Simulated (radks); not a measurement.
Results of a calculation; reference values are marked as such.
Spin polarisation of the 4d5 shell in Mo. Start: [Kr] 4d(up 2.5, down 2.5) 5s(up 0.5, down 0.5); electrons of 4d are moved from spin down to spin up, other shells keep equal spins. Code: a radial shooting solver on a logarithmic mesh with Libxc functionals. Model: scalar-relativistic Kohn-Sham, SCAN, spin-polarised, spherical densities, finite nucleus; meta-GGA in the generalised Kohn-Sham scheme; Fermi nuclear charge, rms radius of each element as measured or else 0.836 A^(1/3) + 0.57 fm.

moment (Bohr magnetons)  E - E(0) (eV)  e(4d up) (eV)  e(4d down) (eV)  5s down minus up (eV)
0                                0.000         -3.733           -3.733                  0.000
1                               -0.202         -4.101           -3.317                  0.378
2                               -0.799         -4.418           -2.850                  0.744
3                               -1.778         -4.677           -2.315                  1.084
4                               -3.151         -4.873           -1.729                  1.514

At moment 4 the spin-polarisation energy is -3.151 eV and the 4d exchange splitting 3.144 eV, that is 0.786 eV per Bohr magneton; E = -I m^2/4 would give I = 0.788 eV.
